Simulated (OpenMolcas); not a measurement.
**Sr+: CASPT2 settings compared**

- Program: OpenMolcas 26.06
- Basis: ANO-RCC-VQZP [8s7p4d2f1g]
- Scalar Hamiltonian: DKH2, point nucleus
- Active space: 1 electron in 4 orbitals (5s 5p)
- State averaging: 2S+1 = 2 even, 1 root; 2S+1 = 2 odd, 3 roots
- Spin-orbit coupling: RASSI with atomic mean-field integrals over the reference wave functions, term energies averaged over their components

Methods on the same reference wave functions:
A. CASSCF
B. SS-CASPT2, IPEA 0.1 Eh, imaginary shift 0.25 Eh (closed shells correlated: 4s 4p)
C. XMS-CASPT2, IPEA 0.35 Eh, no level shift (closed shells correlated: 4s 4p)
D. XMS-CASPT2, IPEA 0.4 Eh, real shift 0.5 Eh (closed shells correlated: 4s 4p)

Energies in cm-1 above 5s 2S 1/2, the measured ground level; measured values from NIST Handbook of Basic Atomic Spectroscopic Data.

| Level | A | B | C | D | Measured |
| --- | --- | --- | --- | --- | --- |
| 5s 2S 1/2 | 0.0 | 0.0 | 0.0 | 0.0 | 0.0 |
| 5p 2P* 1/2 | 21790 | 23870 | 23610 | 23530 | 23715 |
| 5p 2P* 3/2 | 22350 | 24430 | 24170 | 24090 | 24517 |

Deviations, from unrounded energies. A percentage is the sum of absolute deviations over the sum of measured energies, with the sign that they share, or ± where signs differ.

| Against measurement | Levels | A | B | C | D |
| --- | --- | --- | --- | --- | --- |
| mean absolute deviation (cm-1) | 2 | 2000 | 120 | 230 | 300 |
| other configurations (%) | 2 | -8.5 | ±0.5 | -1.0 | -1.3 |

B lies closest to measurement on these levels and A furthest from it. The largest miss of B in the table is 5p 2P* 1/2, by +150 cm-1. The ranking rests on the paired levels alone, and a cruder setting can come out closer through cancelling errors.

Among B to D the level of the table that moves most is 5p 2P* 1/2, by 330 cm-1 (lowest in D, highest in B). Moves below CASPT2's spread within the term are not significant.

The lowest spin-free term lies below A's lowest term by 0.217 hartree in B, 0.216 hartree in C, 0.213 hartree in D.

Term energies are means over components that CASPT2 splits; among the terms shown or strongly mixed into the levels shown the widest spread is 44 cm-1 (5p 2P*, C). ANO sets are built for ground and valence states and can reach diffuse excited orbitals poorly. With one active electron the reference holds no correlation, so core polarisation is missing (holds for A). With one active electron, CASPT2 adds the correlation within the correlated inactive shells and between them and that electron, and leaves the splitting within a term as the reference gives it (holds for B; C; D). Measured partners are found by configuration, term and J. A level has none where our copy of the source lacks it or the pairing is in doubt (some pairs that miss far off the trend of their configuration count as doubtful), and it then counts in no deviation. Only configurations of the active space appear.

* marks odd parity.
